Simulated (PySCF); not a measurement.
CH7GeNOSi.
Atom-mapped SMILES: `[O:1]=[CH:2][NH:3][SiH2:4][GeH3:5]` (hydrogens: H6 on C2; H7 on N3; H8, H9 on Si4; H10, H11, H12 on Ge5)

Method: PBE0-D3(BJ)/def2-SVP geometry optimisation, gas phase in PySCF 2.14.0.

Q: Give the optimised bond lengths and angles.

A: 
```
            bond  length (pm)
           O1=C2        121.0
           C2–N3        136.2
          N3–Si4        178.5
         Si4–Ge5        237.6
           C2–H6        111.6
           N3–H7        101.5
  Si4–H8, Si4–H9        149.6
Ge5–H10, Ge5–H11        153.3
         Ge5–H12        155.0
```

Bonds in one row agree within 1 pm and their mean is given. A selection of angles:
```
      angle  degrees
   O1–C2–N3    125.1
   O1–C2–H6    121.7
   N3–C2–H6    113.2
  C2–N3–Si4    124.8
   C2–N3–H7    115.0
  Si4–N3–H7    120.2
 N3–Si4–Ge5    111.0
  N3–Si4–H8    107.6
 Ge5–Si4–H8    112.0
  H8–Si4–H9    107.0
Si4–Ge5–H10    111.0
Si4–Ge5–H12    105.8
H10–Ge5–H11    111.7
H10–Ge5–H12    108.0
```

Torsions: O1–C2–N3–Si4 1° (synperiplanar); C2–N3–Si4–Ge5 1° (synperiplanar).

The 5 heavy atoms lie in one plane (0.009 Å rms). Ge5 (germanium bonded to Si and 3 H) is distorted tetrahedral (angles from 105.8° to 111.8°). N3 (amide nitrogen) is planar (angles 124.8°, 120.2° and 115.0°, sum 360.0°, 0.00 Å off the plane of its three neighbours). Si4 (SiH2 silicon) is tetrahedral (angles from 107.0° to 112.0°).

No frequency check. The numbers are those of one conformer.

On one thread, Arm Neoverse V2 (aarch64), shared host with 192 logical CPUs at a one-minute load of 97, this took 66 s of wall time and 0.53 GiB of memory at its peak. These figures are those of the optimisation.
